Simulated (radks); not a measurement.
Values are calculated unless marked as measured or tabulated.
Excited configurations of Gd LVI: one electron is placed in a higher orbital outside [He] 2s2 2p4. The ground configuration is [He] 2s2 2p5. Level of theory: Dirac Kohn-Sham, PBE, spin-unpolarised, spherical densities, finite nucleus; open shells are shared between the two j in proportion to 2j + 1; Fermi nuclear charge, rms radius 5.1569 fm (a radial shooting solver on a logarithmic mesh with Libxc functionals). Excitation = E - E(ground); binding = E(ion) - E, where the ion is the core of charge +56; n* = 56/sqrt(2 binding) in atomic units. These energies are relativistic, and a one-electron ion of charge +56 with no core already has n* below n in this formula (Dirac formula, point nucleus, mean over j: 3p 2.964, 5d 4.979, 6s 5.923, 6p 5.953, 6d 5.977, 6f 5.987, 7s 6.922). Eigenvalue and <r> are those of j = l + 1/2.

outer orbital,excitation (eV),binding (eV),n*,eigenvalue (eV),<r> (bohr)
3p,6747.6,5083.8,2.897,-4961.2,0.2099
5d,10089.8,1741.6,4.950,-1721.3,0.6036
6s,10570.2,1261.3,5.816,-1251.5,0.9055
6p,10598.8,1232.6,5.883,-1214.6,0.9148
6d,10624.0,1207.5,5.944,-1194.5,0.8943
6f,10636.0,1195.5,5.974,-1183.4,0.8492
7s,10912.2,919.28,6.813,-912.24,1.243

The Delta-SCF ionisation energy is 11831.5 eV (NIST Atomic Spectra Database: 11552 eV, theoretical). Self-interaction in the functional shifts the binding energies and quantum defects, so they are the method's values and not measured ones. Spin polarisation and multiplet splitting are left out, so open shells lie too high by an amount that depends on their filling. Sharing an open shell by 2j + 1 raises it above the true ground level by a part of the spin-orbit splitting, which enters the differences from NIST.

Beside tabulated values, note that spin-unpolarised runs miss the spin-polarisation part of the exchange energy of open shells.
